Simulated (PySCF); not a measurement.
Cu(SH)2 holds Cu(II), d9, at total charge 0. The structure is a PBE0-D3(BJ)/def2-TZVP geometry optimised for multiplicity 2; coordination linear, point group C2h, metal–donor distances 2.12 Å.

The d shell alone is too small an active space for Cu(SH)2 (Cu(II) with such soft donors has much ligand-hole, Cu(I)-like character): its levels, fitted parameters, g values and moments show what this model gives and aren't sound predictions.

```
5

Cu    0.0000    0.0000    0.0000
S     0.0000    0.0000    2.1155
H     1.3402    0.0000    2.2429
S     0.0000    0.0000   -2.1155
H    -1.3402    0.0000   -2.2429
```

Method (PySCF 2.14, density fitting): CASSCF(9,5) with orbitals averaged over all microstates of the shell, strongly contracted NEVPT2 on the averaged canonical orbitals; basis x2c-TZVPall on the metal, x2c-SVPall elsewhere; spin-free X2C; gas phase; spin-orbit coupling by state interaction with the mean-field operator over all roots.

Question: Which term lies lowest, and with what spin?

Answer: 2Bg (S = 1/2, orbital degeneracy 1), orbital occupations from the lowest 2.0 2.0 2.0 2.0 1.0, by NEVPT2.

Question: Where do the spin-allowed transitions within the shell lie?

Answer: By NEVPT2: 2Ag at 1046 cm⁻¹; 2Ag at 5813 cm⁻¹; 2Bg at 7042 cm⁻¹ (1420 nm); 2Ag at 7096 cm⁻¹ (1409 nm). All are electric-dipole forbidden at this geometry.

Question: Give the fitted ligand-field and repulsion parameters.

Answer: At NEVPT2 level: orbital energies 0, 55, 1283, 6050, 7096 cm⁻¹; ζ = 793 cm⁻¹ (free ion 818).

Question: What are the magnetic parameters?

Answer: The ground doublet has g = 1.329, 1.417, 4.739. μeff is 2.71 μB at 300 K and 2.57 μB at 10 K; the spin-only value is 1.73 μB.

NEVPT2 lifts 2Bg from 3662 to 7042 cm⁻¹; on the d shell alone such lifts tend to overshoot.

The job took 2.8 s on one thread of Intel Xeon Platinum 8488C (shared host), with 94 basis functions, launched as `OMP_NUM_THREADS=1 python lf_run.py task.json out`.
